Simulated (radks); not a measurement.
The calcium ion Ca+, [Ar] 4s1. Method: non-relativistic Kohn-Sham, PBE, spin-polarised, spherical densities, point nucleus; computed with a radial shooting solver on a logarithmic mesh with Libxc functionals. Every spin shell is full or empty, so the densities are truly spherical. Functionals are evaluated on that one density, not self-consistently. Rank these orbital-free kinetic functionals by their error against the exact value of the orbitals, and give that value: Thomas-Fermi, von Weizsacker, TF + vW, TF + vW/9, TF + vW/5, LC94, Perdew 92, Thakkar, Pearson, LKT.

Answer. Exact: 676.466 hartree. From best to worst, with 100 (|E| - |E exact|)/|E exact| (equal figures are ties): LC94 +0.09, Thakkar -0.20, Perdew 92 -0.63, TF + vW/9 -0.64, Pearson -1.40, TF + vW/5 +4.40, Thomas-Fermi -6.94, LKT +27.96, von Weizsacker -43.31, TF + vW +49.75.
